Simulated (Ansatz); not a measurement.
Start from `OCS[SiH3]` and change one atom or group to get `[SiH3]S[CH2][GeH3]`.

Ansatz, PBE0-D4/def2-TZVP geometries, multiplicity 1. Each molecule was computed in one conformer, which needn't be the lowest.

Scalar relativity is left out up to krypton.

| property | `OCS[SiH3]` |
| --- | --- |
| HOMO–LUMO gap (PBE0/def2-TZVPP) / eV | 7.19 |
| LUMO energy (PBE0/def2-TZVPP) / eV | -0.10 |
| LUMO energy (PBE/def2-TZVPP) / eV | -0.97 |
| HOMO energy (B3LYP/def2-TZVPP) / eV | -7.06 |
| ideal-gas entropy at 298 K and 1 bar (rigid rotor, harmonic PBE0-D4/def2-TZVP) / J/(mol·K) | 340 |
| size of the dipole moment (PBE/def2-TZVPP) / D | 1.54 |

Problem. What does the change do to each property? (Best estimate.)

Solution. The calculation gave: 
```
                                                                                  property  `[SiH3]S[CH2][GeH3]`  shift
                                                      HOMO–LUMO gap (PBE0/def2-TZVPP) / eV                  6.96  -0.23
                                                        LUMO energy (PBE0/def2-TZVPP) / eV                 -0.08   0.02
                                                         LUMO energy (PBE/def2-TZVPP) / eV                 -0.95   0.02
                                                       HOMO energy (B3LYP/def2-TZVPP) / eV                 -6.80   0.26
ideal-gas entropy at 298 K and 1 bar (rigid rotor, harmonic PBE0-D4/def2-TZVP) / J/(mol·K)                   382     42
                                            size of the dipole moment (PBE/def2-TZVPP) / D                  1.32  -0.22
```

The zero-point energy changes by 21.2 kJ/mol with +6 modes. Dipoles are sizes alone; their direction can turn. Modes under 60 cm⁻¹, often nearly free rotors, make the harmonic entropy too high.

B3LYP here is the variant with VWN-RPA as its local correlation; programs differ in this.
